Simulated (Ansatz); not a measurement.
The molecule NaAl+, multiplicity 2 (lowest of 2S+1 = 2, 4 at CCSD(T)/def2-TZVPP on PBE0 minima; our sources give no spin for the ground state, which may be another).

Seven points along R, fitted to fifth degree in 1/R; most abundant isotopes. Runs in def2 and cc sets follow the lowest solution found near the PBE0 minimum.

The values were computed with Ansatz (Gaussian basis) for Hartree–Fock, density functionals and correlated methods. Each number belongs to the level named beside it.

Energies at PBE0/def2-TZVPP:

```json
[
 {"R (Å)": "3.134592", "E (hartree)": "-404.26562993"},
 {"R (Å)": "3.218855", "E (hartree)": "-404.26625880"},
 {"R (Å)": "3.296377", "E (hartree)": "-404.26655936"},
 {"R (Å)": "3.384011", "E (hartree)": "-404.26663890"},
 {"R (Å)": "3.471644", "E (hartree)": "-404.26649524"},
 {"R (Å)": "3.572760", "E (hartree)": "-404.26611016"},
 {"R (Å)": "3.690729", "E (hartree)": "-404.26543256"}
]
```

**Question.** With a reduced mass of 12.4131 u, find the minimum, the force constant and the constants.

**Answer.** A fifth-degree polynomial in 1/R puts the minimum at r_e = 3.3684 Å with force constant 13.1 N/m. Then ω_e = (1/2πc)√(k/μ) = 134 cm⁻¹ and B_e = h/(8π²cμr_e²) = 0.1197 cm⁻¹; the cubic and quartic terms give α_e = 0.0012 and ω_e x_e = 0.77 cm⁻¹.

Ansatz is a quantum-chemistry and plane-wave program.
